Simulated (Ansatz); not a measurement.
# Lu(NO3)3 in a box, plane waves

Ansatz 0.2.0, DFT PBE, spin-orbit coupling, plane waves, PAW, molecule in a box. The geometry was relaxed with Gaussian bases (r2SCAN; Lu lcecp-1-SVP with ECP60, O def2-SVP, N def2-SVP).

```yaml
crystal:
  lattice:
    - [14.83, 0.0, 0.0]
    - [0.0, 15.73, 0.0]
    - [0.0, 0.0, 11.1]
  atoms:
    - { symbol: Lu, position: [0.4343938, 0.49991736, 0.50022342] }
    - { symbol: O, position: [0.56826365, 0.51543102, 0.59504144] }
    - { symbol: O, position: [0.56826365, 0.48440305, 0.40540541] }
    - { symbol: "N", position: [0.61630142, 0.49991672, 0.50022342] }
    - { symbol: O, position: [0.69630074, 0.49991608, 0.50022342] }
    - { symbol: O, position: [0.35320836, 0.60146217, 0.59504144] }
    - { symbol: O, position: [0.38171005, 0.61697648, 0.40540541] }
    - { symbol: "N", position: [0.34344032, 0.6484412, 0.50022342] }
    - { symbol: O, position: [0.303441, 0.71375842, 0.50022342] }
    - { symbol: O, position: [0.3817087, 0.38285887, 0.59504144] }
    - { symbol: O, position: [0.35320701, 0.39837317, 0.40540541] }
    - { symbol: "N", position: [0.34343898, 0.35139479, 0.50022342] }
    - { symbol: O, position: [0.30343898, 0.28607756, 0.50022342] }
basis:
  ecutwfc: 420
  ecutrho_ratio: 4
kpoints:
  mp_grid: { grid: [1, 1, 1] }
hamiltonian:
  xc: pbe
scf:
  occupations: { method: gaussian, width: 0.01 }
output:
  forces: true
  eigenvalues: true
  populations: true
  hubbard: { sites: [{ species: Lu, l: f }] }
  write_density: true
  write_potential: true
  elf: true
  volumetric_format: npy
magnetization:
  noncollinear: true
  spin_orbit: true
```

Command:
```sh
ansatz run input.yaml --threads 4 --pin off --max-ram 8192MiB --backend cpu --events-out ev --progress --plain --runs-dir out
```
It took 38 s on 4 threads of Arm Neoverse V2, with other jobs on the host, peak memory 4.4 GiB.

**Question.** How does the SCF go?

**Answer.** 
```
SCF iter   1: F=—  HF=-21005.151462 eV  |F-HF|=—  |Δ(HF+E_count)|=         —  Δρ=3.74e-2
preconditioner: auto → Resta (q_TF=auto, 1.570 Å⁻¹)  ε∞=1.3  [insulator: Δε(μ)=4.702 eV  Ē_g=11.255 eV  σ=0.010 eV  W_gap=1.00  n_
spin=Noncollinear: Resta preconditioning applied to the charge; magnetization (m_x, m_y, m_z) channels mix plain (no charge-respon
SCF iter   2: F=—  HF=-20997.823954 eV  |F-HF|=—  |Δ(HF+E_count)|=    7.33e0  Δρ=1.53e-2
SCF iter   3: F=—  HF=-20997.409838 eV  |F-HF|=—  |Δ(HF+E_count)|=   4.14e-1  Δρ=8.89e-3
...
SCF iter   8: F=—  HF=-20997.342908 eV  |F-HF|=—  |Δ(HF+E_count)|=   3.57e-4  Δρ=3.02e-5
SCF iter   9: F=—  HF=-20997.342911 eV  |F-HF|=—  |Δ(HF+E_count)|=   2.48e-6  Δρ=7.87e-6
SCF iter  10: F=—  HF=-20997.342911 eV  |F-HF|=—  |Δ(HF+E_count)|=   2.96e-7  Δρ=3.43e-6
SCF iter  11: F=—  HF=-20997.342911 eV  |F-HF|=—  |Δ(HF+E_count)|=   2.70e-8  Δρ=2.55e-6
SCF iter  12: F=-20997.342911 eV  HF=-20997.342911 eV  |F-HF|=2.53e-8  |Δ(HF+E_count)|=   1.54e-8  Δρ=1.19e-6
```

**Question.** Which levels lie next to the highest filled one (eV, counted from it)?

**Answer.** Filled: -1.27, -1.27, -1.24, -1.24, -0.35, -0.35, -0.34, -0.34, 0.00, 0.00. Empty: 3.81, 3.81, 3.82, 3.82, 4.16, 4.16, 5.17, 5.17.

**Question.** How is the f shell of Lu1 filled?

**Answer.** Natural occupations, full = 1; spinor: 1.00, 1.00, 1.00, 1.00, 1.00, 1.00, 1.00, 1.00, 1.00, 1.00, 1.00, 1.00, 1.00, 1.00; in all 13.99 e. Spin moment (0.00, 0.00, 0.00) μB, orbital moment (0.00, 0.00, 0.00) μB.

**Question.** What forces are left at this geometry, relaxed with Gaussian bases (eV/Å)?

**Answer.** 
```
Lu  -0.01  0.00  0.00
O   -0.37  0.15  0.70
O   -0.37 -0.15 -0.70
N   -0.39  0.00  0.00
O    1.05  0.00  0.00
O    0.06 -0.41  0.70
O    0.33 -0.25 -0.70
N    0.18 -0.32  0.00
O   -0.52  0.90  0.00
O    0.33  0.25  0.70
O    0.06  0.41 -0.70
N    0.18  0.32  0.00
O   -0.52 -0.90  0.00
```

The forces come from the other functional as well as from the basis.

No frequency check is given that shows the relaxed geometry to be a minimum. An lcecp potential fixes the number of 4f electrons, so in runs with it no electron can move into or out of that shell.
